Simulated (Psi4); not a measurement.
trans-dichloroethylene (C₂H₂Cl₂), singlet, geometry from GFN2-xTB; Psi4 with WB97X-V/3-21G.

Here is a job for Psi4.
```
memory 2 GB

molecule {
0 1
  Cl    2.10328556    0.36099099    0.01830268
  C     0.55226406   -0.36482497   -0.00124048
  C    -0.55226406    0.36482497    0.00124048
  Cl   -2.10328556   -0.36099099   -0.01830268
  H     0.55829032   -1.44326218   -0.01538865
  H    -0.55829032    1.44326218    0.01538865
}

set basis 3-21g

energy('wb97x-v')
print_variables()
```

Q: What does Psi4 print? Leave out banner, timings and long lists.

A: 
```
   => Loading Basis Set <=

    Name: 3-21G
    Role: ORBITAL
    Keyword: BASIS

         ---------------------------------------------------------
                                   SCF
               by Justin Turney, Rob Parrish, Andy Simmonett
                          and Daniel G. A. Smith
                              RKS Reference
         ---------------------------------------------------------

  ==> Geometry <==

    Molecular point group: c2h
    Full point group: C2h

    Geometry (in Angstrom), charge = 0, multiplicity = 1:

       Center              X                  Y                   Z               Mass
    ------------   -----------------  -----------------  -----------------  -----------------
         CL           0.361200511522    -2.103329223003     0.000000000000    34.968852682000
         C           -0.364809723455    -0.552275524685     0.000000000000    12.000000000000
         C            0.364809723455     0.552275524685     0.000000000000    12.000000000000
         CL          -0.361200511522     2.103329223003     0.000000000000    34.968852682000
         H           -1.443339734683    -0.558301909775     0.000000000000     1.007825032230
         H            1.443339734683     0.558301909775     0.000000000000     1.007825032230

  Running in c2h symmetry.

  Rotational constants: A =      1.78525  B =      0.05196  C =      0.05049 [cm^-1]
  Rotational constants: A =  53520.55974  B =   1557.75708  C =   1513.69968 [MHz]
  Nuclear repulsion =  176.794371122651341

  Charge       = 0
  Multiplicity = 1
  Electrons    = 48
  Nalpha       = 24
  Nbeta        = 24

  ==> Algorithm <==

  SCF Algorithm Type is DF.
  DIIS enabled.
  MOM disabled.
  Fractional occupation disabled.
  Guess Type is SAD.
  Energy threshold   = 1.00e-06
  Density threshold  = 1.00e-06
  Integral threshold = 1.00e-12

  ==> Primary Basis <==

  Basis Set: 3-21G
    Blend: 3-21G
    Number of shells: 28
    Number of basis functions: 48
    Number of Cartesian functions: 48
    Spherical Harmonics?: false
    Max angular momentum: 1

  ==> DFT Potential <==

   => LibXC <=

    Version 7.1.2
    S. Lehtola, C. Steigemann, M. J. T. Oliveira, and M. A. L. Marques,  SoftwareX 7, 1–5 (2018) (10.1016/j.softx.2017.11.002)

   => Composite Functional: WB97X-V <=

    wB97X-V Hyb-GGA Exchange-Correlation Functional

    N. Mardirossian and M. Head-Gordon,  Phys. Chem. Chem. Phys. 16, 9904–9924 (2014) (10.1039/C3CP54374A)

[...]
   @DF-RKS iter   3:  -992.73924613985480   -1.47252e-03   3.92427e-04 DIIS/ADIIS
   @DF-RKS iter   4:  -992.73936076878067   -1.14629e-04   6.71855e-05 DIIS
   @DF-RKS iter   5:  -992.73936772978186   -6.96100e-06   1.27320e-05 DIIS
   @DF-RKS iter   6:  -992.73936803797005   -3.08188e-07   4.87218e-06 DIIS
   @DF-RKS iter   7:  -992.73936805059623   -1.26262e-08   9.81753e-07 DIIS
  Energy and wave function converged.

  ==> Post-Iterations <==

   Electrons on quadrature grid:
      Ntotal   =   48.0000015637 ; deviation = 1.564e-06

    Orbital Energies [Eh]
    ---------------------

    Doubly Occupied:

[...]
    Virtual:

[...]
    Final Occupation by Irrep:
             Ag    Bg    Au    Bu
    DOCC [    10,    2,    3,    9 ]
    NA   [    10,    2,    3,    9 ]
    NB   [    10,    2,    3,    9 ]

  @DF-RKS Final Energy:  -992.73936805059623

   => Energetics <=

    Nuclear Repulsion Energy =            176.7943711226513415
    One-Electron Energy =               -1719.6268201553530162
    Two-Electron Energy =                 600.4770513222845238
    DFT Exchange-Correlation Energy =     -50.5794602618005911
    Empirical Dispersion Energy =           0.0000000000000000
    VV10 Nonlocal Energy =                  0.1954899216216858
    Total Energy =                       -992.7393680505962266

Computation Completed

Properties will be evaluated at   0.000000,   0.000000,   0.000000 [a0]

Properties computed using the SCF density matrix

 Multipole Moments:

 ------------------------------------------------------------------------------------
     Multipole            Electronic (a.u.)      Nuclear  (a.u.)        Total (a.u.)
 ------------------------------------------------------------------------------------

 L = 1.  Multiply by 2.5417464519 to convert [e a0] to [Debye]
 Dipole X            :          0.0000000            0.0000000            0.0000000
 Dipole Y            :          0.0000000            0.0000000            0.0000000
 Dipole Z            :          0.0000000            0.0000000            0.0000000
 Magnitude           :                                                    0.0000000

 ------------------------------------------------------------------------------------

  Variable Map:
  ----------------------------------------------------------------------------
[...]
  Array Variable Map:
  ----------------------------------------------------------------------------
[...]
[...]
```
